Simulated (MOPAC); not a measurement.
MOPAC input (PM7):

```
PM7 1SCF UHF MS=0.5 GEO-OK AUX(PRECISION=9) THREADS=1
GeI

Ge   -0.00000000 1   -0.00000000 1   -1.59327959 1
I     0.00000000 1    0.00000000 1    0.96198013 1
```

Problem. What heat of formation does the run end on, and which ionisation energy by Koopmans theorem?

Solution. 42.76 kcal/mol; 6.98 eV.
